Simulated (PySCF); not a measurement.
# Spin-rotation constants: `InChI=1S/C6H9F3O/c7-6(8,9)5-2-1-3-10-4-5/h5H,1-4H2/t5-/m0/s1`

Cartesian coordinates in Å; atom numbers follow the order of the lines, from 1:
```xyz
19

F     2.8900    0.9756   -0.3575
C     2.2173   -0.1406   -0.0356
F     2.9235   -0.7401    0.9358
F     2.2894   -0.9465   -1.1070
C     0.7882    0.1499    0.3816
C     0.0238    0.8429   -0.7515
C    -1.4322    1.0195   -0.3244
C    -2.0079   -0.3337    0.0955
O    -1.2576   -0.9148    1.1411
C     0.0690   -1.1574    0.7623
H     0.8310    0.8038    1.2591
H     0.0722    0.2217   -1.6495
H     0.4806    1.8077   -0.9791
H    -1.4845    1.7057    0.5224
H    -2.0209    1.4323   -1.1432
H    -3.0208   -0.2254    0.4862
H    -2.0270   -1.0135   -0.7704
H     0.1042   -1.8492   -0.0946
H     0.5520   -1.6287    1.6213
```

Theory: PySCF, GIAO B3LYP/pcSseg-1 magnetisability, rotational g tensor and spin-rotation constants, non-relativistic, gas phase. Geometry: GFN2-xTB.

Task: Give the nuclear spin-rotation constants along the inertial axes (H = +C I·J) beside the isotropic shieldings.

Result: Rotational constants 2.5589, 0.8914, 0.7742 GHz. A star marks the isotopologue with that one atom substituted, in its own axes.
| atom | isotope | Caa (kHz) | Cbb (kHz) | Ccc (kHz) | mean (kHz) | σ (ppm) |
| --- | --- | --- | --- | --- | --- | --- |
| F1 | 19F | 3.518 | 1.074 | 0.872 | 1.821 | 255.8 |
| F3 | 19F | 3.609 | 1.009 | 0.878 | 1.832 | 257.5 |
| F4 | 19F | 4.071 | 0.935 | 0.675 | 1.893 | 267.1 |
| H11 | 1H | -0.280 | -0.111 | 0.033 | -0.119 | 29.7 |
| H12 | 1H | -0.282 | -0.101 | 0.019 | -0.121 | 30.3 |
| H13 | 1H | -0.215 | -0.005 | -0.075 | -0.098 | 29.7 |
| H14 | 1H | -0.289 | -0.101 | 0.024 | -0.122 | 30.2 |
| H15 | 1H | -0.206 | -0.019 | -0.076 | -0.100 | 30.4 |
| H16 | 1H | 0.135 | -0.097 | -0.072 | -0.011 | 27.7 |
| H17 | 1H | -0.249 | -0.105 | 0.041 | -0.104 | 28.5 |
| H18 | 1H | -0.277 | -0.095 | 0.041 | -0.110 | 28.3 |
| H19 | 1H | -0.226 | 0.022 | -0.063 | -0.089 | 27.4 |
| C2 | 13C* | 0.818 | 0.292 | 0.257 | 0.456 | 43.5 |
| C5 | 13C* | 0.496 | 0.186 | 0.137 | 0.273 | 135.0 |
| C6 | 13C* | 0.449 | 0.153 | 0.114 | 0.239 | 153.6 |
| C7 | 13C* | 0.468 | 0.150 | 0.117 | 0.245 | 151.6 |
| C8 | 13C* | 0.646 | 0.191 | 0.177 | 0.338 | 108.3 |
| O9 | 17O* | -0.352 | -0.078 | -0.038 | -0.156 | 284.8 |
| C10 | 13C* | 0.484 | 0.239 | 0.181 | 0.302 | 109.7 |

For the geometry as given, no vibrational averaging.
